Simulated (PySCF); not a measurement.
**Simulated characterisation data**

- coordinates at the GFN2-xTB level
- NMR shieldings at PBE0/pcSseg-1/GIAO
- run in PySCF 2.14.0 with density-fitted response routines
- equivalent nuclei averaged, single conformer, non-relativistic, in vacuum

References, each an isolated molecule treated in the same way: ¹H (σref 31.72) and ¹³C (σref 186.93) vs TMS. Where no couplings were computed, multiplicities follow the n + 1 count of equivalent neighbours, and m marks all less simple cases (inequivalent or close neighbours, rings, F or P nearby). Shifts are as computed. Against solution values, carbons near 30 ppm lie about +3 ppm off and those near 130 ppm about +5 ppm; carbons on Cl a further +6 ppm. Of 1309 compounds with measured shifts, 239 miss one by over three times the rms of a fit or turn the order of signals round; such compounds aren't used in these exercises. Carbons bonded to Cl come out too deshielded.

**1.** SMILES C(=C(O[SiH2]OC(C)=O)C)=O, C5H8O4Si. ¹H NMR (500 MHz, computed): δ 5.40 (s, 2H), 2.37 (s, 3H), 2.14 (s, 3H). ¹³C{¹H} NMR (computed): δ 252.7, 176.7, 85.9, 24.3, 16.7.

**2.** `CO[SiH2]CC(Cl)=C=O`, C4H7ClO2Si. ¹H NMR (500 MHz, computed): δ 5.03 (t, 2H), 3.81 (s, 3H), 2.00 (t, 2H). ¹³C{¹H} NMR (computed): δ 224.2 (C), 62.4 (C), 54.3 (CH3), 16.7 (CH2).
